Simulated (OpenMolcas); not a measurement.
# Au3+: CASPT2 settings compared

```yaml
Program: OpenMolcas 26.06
Basis: ANO-RCC-VDZP [7s6p4d2f]
Scalar_Hamiltonian: DKH4, point nucleus
Active_space: 8 electrons in 5 orbitals (5d)
State_averaging: 2S+1 = 3 even, 10 roots; 2S+1 = 1 even, 15 roots
Spin-orbit_coupling: RASSI with atomic mean-field integrals over the reference wave functions, term energies averaged over their components
```

Methods on the same reference wave functions:
A. CASSCF
B. SS-CASPT2, IPEA 0.3 Eh, sigma2 regulariser 0.5 Eh (closed shells correlated: 5s 5p)
C. SS-CASPT2, IPEA 0.2 Eh, imaginary shift 0.2 Eh (closed shells correlated: 5s 5p)
D. XMS-CASPT2, IPEA 0.15 Eh, no level shift (closed shells correlated: 4f 5s 5p)

Energies in eV above 5d⁸ ³F₄, the measured ground level; measured values from Zainab et al., Astrophys. J. Suppl. Ser. 267, 12 (2023).

```json
{"Level": "5d⁸ ³F₄", "A": "0.0000", "B": "0.0000", "C": "0.0000", "D": "0.0000", "Measured": "0.0000"}
{"Level": "5d⁸ ³F₃", "A": "1.6233", "B": "1.631", "C": "1.630", "D": "1.630", "Measured": "1.5242"}
{"Level": "5d⁸ ³P₂ [53 %]", "A": "2.6657", "B": "2.577", "C": "2.571", "D": "2.555", "Measured": ""}
{"Level": "5d⁸ ³P₀", "A": "2.9295", "B": "2.670", "C": "2.662", "D": "2.642", "Measured": "2.2547"}
{"Level": "5d⁸ ³P₁", "A": "3.3475", "B": "3.175", "C": "3.165", "D": "3.134", "Measured": "2.6644"}
{"Level": "5d⁸ ¹G₄", "A": "3.7242", "B": "3.562", "C": "3.571", "D": "3.571", "Measured": "3.1867"}
{"Level": "5d⁸ ¹S₀", "A": "7.8500", "B": "7.263", "C": "7.263", "D": "7.282", "Measured": "6.8536"}
```

Deviations, from unrounded energies. A percentage is the sum of absolute deviations over the sum of measured energies, with the sign that they share, or ± where signs differ.

| Against measurement | Levels | A | B | C | D |
| --- | --- | --- | --- | --- | --- |
| mean absolute deviation (cm-1) | 5 | 4800 | 2900 | 2900 | 2900 |
| fine structure of the ground term (%) | 1 | +6.5 | +7.0 | +7.0 | +7.0 |
| other terms of the ground configuration (%) | 4 | +19.3 | +11.4 | +11.4 | +11.2 |

B, C, D lie about equally close to measurement and A furthest from it. The largest miss of D in the table is 5d⁸ ³P₁, by +3800 cm-1. The ranking rests on the paired levels alone, and a cruder setting can come out closer through cancelling errors.

Among B to D the level of the table that moves most is 5d⁸ ³P₁, by 340 cm-1 (lowest in D, highest in B). Moves below CASPT2's spread within the term are not significant.

The mean deviations of B to D differ by less than CASPT2's widest spread within a term (560 cm-1), so their order carries little weight.

From A to B the spin-free energies of the other terms of 5d⁸ shown, above ³F, scale by factors of 0.88 to 0.92, as is usual when dynamic correlation screens the repulsion within a d or f shell.

The lowest spin-free term lies below A's lowest term by 0.247 hartree in B, 0.249 hartree in C, 0.299 hartree in D.

CASPT2 breaks the degeneracy within a term, and the mean is taken; among the terms shown or strongly mixed into the levels shown the widest spread is 560 cm-1 (5d⁸ ¹G, C). The basis is small and was not contracted for so high a charge. Without dynamic correlation excited terms often stand tens of per cent too high (terms of higher spin than the ground term too low), and those without a measured partner can miss by more than the paired ones (holds for A). Some terms miss by over 15 % even with CASPT2, which points to a basis or an active space too small for the shells correlated (holds for B; C; D). Measured partners are found by configuration, term and J. A level has none where our copy of the source lacks it or the pairing is in doubt (some pairs that miss far off the trend of their configuration count as doubtful), and it then counts in no deviation. Only configurations of the active space appear. Levels that lie high or do not pair safely by name in every column are left out.

A share in square brackets marks a mixed level and gives the weight of the term that names it, the lowest over the columns.
